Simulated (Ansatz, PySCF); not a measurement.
This triplet is an excited state, 0.71 eV above the relaxed singlet at the level B3LYP/cc-pVTZ // PBE0-D3(BJ)/def2-TZVP (Ansatz, an electronic-structure program).

# C$_{2}$H$_{4}$Si$_{2}$, SMILES `C(#C)[Si][SiH3]` (excited triplet) (charge 0, multiplicity 3)

Calculation: PySCF with PBE0-D3(BJ)/def2-TZVP.

```json
{
  "highest_occupied_spin_orbital": "-5.54 eV",
  "dipole_moment": "0.41 D",
  "total_energy": "-657.1611 Ha",
  "cost": "roughly 120 core-seconds"
}
```

Bonds (Å): C1–C2 1.216, C1–H5 1.066, C2–Si3 1.784, Si3–Si4 2.320, Si4–H6 1.484, Si4–H7 1.487, Si4–H8 1.487. Bond angles (°): C2–C1–H5 179.3, C1–C2–Si3 176.1, C2–Si3–Si4 119.7, Si3–Si4–H6 106.7, Si3–Si4–H7 110.9, Si3–Si4–H8 110.8, H6–Si4–H7 109.6, H6–Si4–H8 109.7, H7–Si4–H8 109.2.
Charge 0, spin multiplicity 3.
